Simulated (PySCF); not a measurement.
## AsF⁻: from constants to spectrum

UHF-CCSD(T) constants of AsF⁻, ²Π (doublet), unpaired electrons π ↑ (basis As aug-cc-pVDZ-DK, F aug-cc-pVDZ-DK; spin-free X2C with a Gaussian nucleus; PySCF 2.14; masses 74.9216 and 18.9984 u):

* ωe: 524.6 cm⁻¹
* ωexe: 3.11 cm⁻¹
* Be: 0.31494 cm⁻¹
* αe: 0.00258 cm⁻¹
* D (centrifugal): 4.54e-07 cm⁻¹

Give the vibrational terms G(v) and spacings up to v = 6.

G(v) = ωe(v+½) − ωexe(v+½)².

```
v  G(v) (cm⁻¹)  G(v) − G(v−1)  Bv (cm⁻¹)
0        261.5                    0.3136
1        779.9          518.4     0.3111
2       1292.1          512.2     0.3085
3       1798.0          505.9     0.3059
4       2297.7          499.7     0.3033
5       2791.2          493.5     0.3008
6       3278.5          487.3     0.2982
```

A state of this spin cannot dissociate to the ground-state fragments, so its own limit lies higher than the one that De refers to.

Correlated steps freeze 10 core orbitals. Spin–orbit coupling is left out. The state is the lowest determinant that a PBE0 search found; another state may lie lower at other levels.
